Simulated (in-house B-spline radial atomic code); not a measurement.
What moves the levels of Hf+ ([Xe] 4f14 5d1 6s2)? Computed with an all-electron radial atomic-structure program (B-spline basis): Dirac-Hartree-Fock, average of the jj configuration, Fermi nucleus of rms radius 5.2898 fm.

Baseline run (computed): total energy -15088.5831 hartree, 1s1/2 at -2416.775 hartree, 6s1/2 at -13.541 eV with <r> = 3.268 bohr.

Changing the nucleus:

```
                                       nucleus  ΔE (eV)
Fermi nucleus of rms radius 5.3041 fm, A = 171    0.253
Fermi nucleus of rms radius 5.3065 fm, A = 172    0.295
 Fermi nucleus of rms radius 5.314 fm, A = 173    0.428
Fermi nucleus of rms radius 5.3201 fm, A = 174    0.536
Fermi nucleus of rms radius 5.3191 fm, A = 175    0.518
Fermi nucleus of rms radius 5.3286 fm, A = 176    0.687
Fermi nucleus of rms radius 5.3309 fm, A = 177    0.728
Fermi nucleus of rms radius 5.3371 fm, A = 178    0.838
Fermi nucleus of rms radius 5.3408 fm, A = 179    0.903
 Fermi nucleus of rms radius 5.347 fm, A = 180     1.01
Fermi nucleus of rms radius 5.3516 fm, A = 182      1.1
```

A larger nucleus binds the electrons less, roughly as the density at the nucleus times the change of the nuclear <r²>. The reference is A = 170.
